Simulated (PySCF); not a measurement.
**Computed properties of H₄Se₂Si, SMILES [SeH][SiH2][SeH]**

Si(H)2(SeH)2 (H4Se2Si), SMILES [SiH2]([SeH])[SeH]. Geometry optimised at PBE0-D3(BJ)/def2-SVP. The structure was generated by enumeration, and PubChem lists no compound with its InChIKey, so it may never have been made. The values are those of a single conformer. All values are computed for the isolated molecule unless a solvent is named; none is compared with measurement here.

**Structure.** The optimised structure has C2 symmetry. All 15 harmonic modes at PBE0-D3(BJ)/def2-SVP (PySCF) are real, so it is a minimum. With heavy atoms numbered as in [SiH2:1]([SeH:2])[SeH:3], the shortest bond between them is Si1–Se2 at 2.281 Å and the longest Si1–Se3 at 2.281 Å.

**Vibrations.** The strongest infrared lines (harmonic, unscaled, degenerate partners summed) lie at 838 cm⁻¹ (210 km/mol, H 91 %, Si 9 %), 915 cm⁻¹ (94 km/mol, H 96 %), 2238 cm⁻¹ (82 km/mol, H 98 %). The softest mode is at 97 cm⁻¹ and the zero-point energy is 21.4 kcal/mol.

**Electronic structure.** M06-2X/def2-TZVPD (PySCF) places the frontier levels at -8.12 and -0.19 eV, a gap of 7.93 eV, and gives a dipole moment of 0.11 D and a mean polarisability of 87.1 bohr³. PBE/def2-TZVPD (PySCF) at the same geometry gives -5.96 and -1.61 eV, so its gap is 3.58 eV narrower. An orbital gap is neither the optical nor the fundamental gap.

**Excitations.** TDDFT-ωB97X/def2-SVPD (PySCF) has S1 at 5.17 eV (240 nm, f = 0.011, weak); the most intense of the 10 singlets computed lies at 5.92 eV (f = 0.08). T1 (TDA) is at 4.79 eV. TDDFT-PBE/def2-SVPD (PySCF) puts S1 at 4.47 eV. No vertical singlet excitation falls in the visible range (under 3.1 eV).

**NMR.** GIAO shifts at HF/pcSseg-1 (PySCF) (non-relativistic, atoms alike by connectivity averaged): ¹H from 1.3 to 5.4 ppm against TMS; ²⁹Si at -14.1 ppm against TMS.
